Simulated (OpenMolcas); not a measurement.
Pm3+ among 3 point charges of -1 e arranged as a planar triangle (D3h).

* Program: OpenMolcas
* Method: CASSCF
* Basis: ANO-RCC-VDZP [7s6p4d2f1g]
* Scalar Hamiltonian: DKH2, point nucleus
* Active space: 4 electrons in 7 orbitals (4f)
* State averaging: 2S+1 = 5 even, 35 roots (32 in the spin-orbit step); 2S+1 = 3 even, 117 roots kept (CI in the orbitals of an earlier block, 106 in the spin-orbit step); 2S+1 = 1 even, 75 roots kept (CI in the orbitals of an earlier block, 31 in the spin-orbit step)
* Spin-orbit coupling: RASSI with atomic mean-field integrals over the reference wave functions

All point charges move together. At R = 2.67 Å the width of the lowest J multiplet is 287 cm-1, and at R = 2.82 Å it is 244 cm-1.

A third run gives 171 cm-1. What distance was it run at?

With a power law R^-n the two known points give n = -ln(244 / 287) / ln(2.82 / 2.67) = 2.97. Then R = 2.67 × (287 / 171)^(1/2.97) = 3.179 Å. The run was at 3.19 Å, so the estimate is off by -0.011 Å.

High states are left out of the spin-orbit mixing, which shifts the levels that they would mix with. Point charges carry no covalency, so the field is a model and not that of real ligands. An unlabelled pair can be two single states that coincide in this model. No measured value stands beside these numbers.
